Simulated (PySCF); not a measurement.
# Dipole moment and polarisability of `C/C=C(C=O)/C=C\C=O`

C7H8O2.
Numbering: `[CH3:1]/[CH:2]=[C:3]([CH:4]=[O:5])/[CH:6]=[CH:7]\[CH:8]=[O:9]` (hydrogens: H10, H11, H12 on C1; H13 on C2; H14 on C4; H15 on C6; H16 on C7; H17 on C8)

Geometry (GFN2-xTB, Å), atoms numbered from 1 in this order:
```
atom  x, y, z in Å
C1    -2.110    0.620   -0.852
C2    -0.857   -0.063   -0.448
C3    -0.165    0.059    0.704
C4    -0.624    0.885    1.837
O5    -0.156    0.850    2.945
C6     1.053   -0.699    0.956
C7     1.993   -1.004    0.050
C8     2.028   -0.511   -1.321
O9     2.635   -1.020   -2.230
H10   -2.024    0.946   -1.888
H11   -2.936   -0.092   -0.812
H12   -2.358    1.475   -0.231
H13   -0.498   -0.790   -1.167
H14   -1.462    1.566    1.605
H15    1.181   -1.007    1.986
H16    2.825   -1.636    0.331
H17    1.466    0.434   -1.476
```

Level: CAM-B3LYP/def2-SVPD (PySCF), static field, nuclei fixed, core orbitals frozen in the response. The polarisability tensor in these axes (au):

```
x   103.52 -17.98  -3.96
y   -17.98  69.05   8.62
z    -3.96   8.62 110.17
```

Q: Diagonalise the tensor; give its mean and Δα, where Δα² is half the sum of the squared differences of the eigenvalues.

A: Principal values 60.54, 104.13 and 118.07 au; mean 94.25 au = 13.97 Å³ = 15.54 × 10⁻⁴⁰ C²·m²/J; Δα = 51.98 au (55 % of the mean).

Q: What is the dipole moment, and where does it point?

A: (-3.70, 0.80, -0.54) D, 3.82 D in size, pointing from the negative to the positive side. Measured along this direction, the outermost atoms are H16 at the negative end and H11 at the positive end.

Q: What depolarisation ratio follows for Rayleigh scattering of linearly polarised light, taking the static tensor?

A: ρ = 3Δα²/(45ᾱ² + 4Δα²) = 8105.9/(399715 + 10807.9) = 0.0197.

Q: What would n − 1 = 2πNα be for an ideal gas of these molecules at 500 K and 1 atm, electronic part alone?

A: N = p/kT = 1.4678 × 10¹⁹ cm⁻³, so n − 1 = 2π × N × 13.97 × 10⁻²⁴ cm³ = 1288 × 10⁻⁶ at long wavelengths, for an ideal gas.

Q: In a dilute gas of rigid molecules at 273 K, how does the orientational term μ²/3kT compare with the electronic polarisability?

A: In Gaussian units μ²/3kT = 129.07 Å³ against 13.97 Å³, a ratio of 9.24; the Debye molar polarisation (4π/3)N_A(α + μ²/3kT) is 360.8 cm³/mol, leaving out the vibrational part.

Q: In TDDFT the mean static polarisability is Σ f/ω² over all singlet excitations (ω in hartree). How much of it do the 8 lowest give? Their energies (eV) and oscillator strengths: 3.70, 0.0046; 3.83, 0.0008; 4.92, 0.1770; 5.37, 0.2549; 5.54, 0.0260; 5.63, 0.0011; 6.60, 0.2813; 6.84, 0.0412.

A: They add up to 18.35 au, 19.5 % of the 94.25 au; the largest single term is 6.55 au, from the state at 5.37 eV. Terms in order: 0.25, 0.04, 5.43, 6.55, 0.63, 0.03, 4.78, 0.65 au. Higher excitations give the rest. The strengths listed sum to 0.787.

Q: Molar refractivity from α?

A: Lorentz–Lorenz: R = (4π/3)N_A α = 2.5225 cm³/(mol·Å³) × 13.97 Å³ = 35.2 cm³/mol, in the limit of long wavelengths.

Geometry: GFN2-xTB, one conformer, isolated molecule.
